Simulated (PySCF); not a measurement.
CH₅FN₂Si₂, SMILES F[Si@@H]1C=N[SiH2]N1. Atoms are numbered in the order given.

```xyz
11

F     -2.0253     1.2116    -0.3166
Si    -1.0228    -0.0417    -0.6091
C     -0.5658    -0.9330     1.0202
N      0.6645    -0.8918     1.3847
Si     1.7279    -0.0261     0.2573
N      0.5864     0.4400    -0.9880
H     -1.7125    -0.8250    -1.6679
H     -1.2949    -1.4564     1.6748
H      2.3688     1.1198     0.9615
H      2.7907    -0.9442    -0.2407
H      0.8438     0.9110    -1.8501
```

Geometry optimised at r2SCAN-D4/def2-SVP. The structure was generated by enumeration; whether it is a known compound was not checked.

The numbers are results of PBE0/def2-TZVP (PySCF), not measurements.

total energy: -829.17715 hartree
highest occupied level: -7.06 eV
lowest empty level: -1.59 eV
orbital gap: 5.47 eV
dipole moment: 2.02 D
quadrupole, principal values (traceless, Buckingham form, about the centre of nuclear charge): -9.80, -0.19, 9.99 D·Å
mean static polarisability: 69.4 bohr³ (10.28 Å³)
polarisability, principal values: 54.9, 66.0, 87.2 bohr³
